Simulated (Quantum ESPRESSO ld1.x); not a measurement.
Results of a calculation; reference values are marked as such.
All-electron atom: P VII in [He] 2s2 2p5. Code: ld1.x of Quantum ESPRESSO 7.5. Model: scalar-relativistic Kohn-Sham, BLYP, spin-unpolarised, spherical densities, point nucleus.

Normalised radial functions P(r) = r R(r), r in bohr:

```
   r/bohr * 2s, o 2p, + 3d (the largest magnitude, 1.47, reaches the edge; | marks zero, & curves that meet)
 0.005952                             &  *
 0.006711                             &   *
 0.007506                             &   *
 0.008463                             &   *
 0.009466                             &    *
  0.01067                             &    *
  0.01194                             &     *
  0.01346                             &     *
  0.01505                             &      *
  0.01684                             +o      *
  0.01899                             +o      *
  0.02124                             +o       *
  0.02394                             +o        *
  0.02678                             +o        *
   0.0302                             + o        *
  0.03377                             + o         *
  0.03808                             + o         *
  0.04259                             +  o        *
  0.04802                             +  o         *
  0.05372                             +   o        *
  0.06056                             +    o       *
  0.06774                             +     o     *
  0.07577                             +      o   *
  0.08543                             +       o *
  0.09556                             +        *o
   0.1077                             +      *   o
   0.1205                             +   *        o
   0.1359                             +*             o
    0.152                           * |+               o
   0.1713                       *     |+                 o
   0.1917                   *         |+                  o
   0.2161               *             |+                    o
   0.2417            *                | +                     o
   0.2703        *                    | +                      o
   0.3048     *                       |  +                      o
   0.3409   *                         |   +                     o
   0.3844  *                          |    +                    o
     0.43  *                          |     +                  o
   0.4848   *                         |      +               o
   0.5422     *                       |       +            o
   0.6114        *                    |        +         o
   0.6838           *                 |          +    o
    0.771              *              |           +o
   0.8624                  *          |         o  +
   0.9723                     *       |       o      +
    1.088                       *     |     o        +
    1.216                         *   |   o           +
    1.372                           * | o             +
    1.534                            *|o             +
     1.73                            *|o           +
    1.935                             &           +
    2.181                             &        +
     2.44                             &      +
    2.751                             &    +
    3.077                             &  +
    3.469                             & +
     3.88                             &+
    4.375                             &
    4.894                             &
```

2s: eigenvalue -291.66 eV, 1 radial node at r = 0.141 bohr, <r> = 0.502 bohr, 90 % of the charge inside 0.783 bohr. 2p: eigenvalue -244.43 eV, 0 radial nodes, <r> = 0.459 bohr, 90 % of the charge inside 0.759 bohr. 3d (empty): eigenvalue -65.824 eV, 0 radial nodes, <r> = 1.46 bohr, 90 % of the charge inside 2.22 bohr.
